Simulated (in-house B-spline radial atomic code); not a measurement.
# Au72+: [He] 2s1 2p4 (with a hole in an inner shell)

Level of theory: Dirac-Hartree-Fock, average of configuration, Fermi nucleus of rms radius 5.4371 fm; calculated with a radial B-spline atomic code at the basis-set limit.

Z_r = [3n² - l(l+1)]/(2<r>); Z_e = n√(-2ε); the last column is Slater's effective charge. Values are occupation-weighted means over j. An effective charge above Z reflects the relativistic contraction of the inner shells.

```tsv
shell	electrons	ε (eV)	<r> (bohr)	Z_r	Z_e	Slater
1s	2	-89222	0.01683	89.13	80.98	78.70
2s	1	-21537	0.06845	87.65	79.57	75.90
2p	4	-19807	0.06141	81.42	76.31	75.90
```

The least bound orbital is 2p3/2 at -19150 eV, while the most diffuse is 2s1/2 (<r> = 0.06845 bohr against 0.06405 bohr): energy order and size order differ.

Spin-orbit splittings of the orbital energies (j = l + 1/2 above j = l - 1/2 when positive): 2p 1967 eV.

For the 1s electron the small component carries 9.02 % of the norm, the zero-frequency Breit interaction raises the level by 253.2 eV, self-energy by 194.2 eV, and vacuum polarisation lowers it by 39.6 eV.
